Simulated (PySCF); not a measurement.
C₃H₅FOSi, SMILES C#C[Si@H](F)CO.

Coordinates come from a ωB97X-D3(BJ)/def2-SVP optimisation. The structure was generated by enumeration; whether it is a known compound was not checked. One conformer was computed; it need not be the lowest.

Level of theory: PBE/def2-TZVP run with PySCF.

The molecule is in vacuum.

Computed frontier levels, gap, dipole moment and polarisability:
| Property | Value |
|---|---|
| highest occupied level | -6.25 eV |
| lowest empty level | -1.78 eV |
| orbital gap | 4.47 eV |
| dipole moment | 1.69 D |
| quadrupole, principal values (traceless, Buckingham form, about the centre of nuclear charge) | -12.44, -0.35, 12.79 D·Å |
| mean static polarisability | 62.8 bohr³ (9.31 Å³) |
| polarisability, principal values | 49.5, 57.5, 81.5 bohr³ |
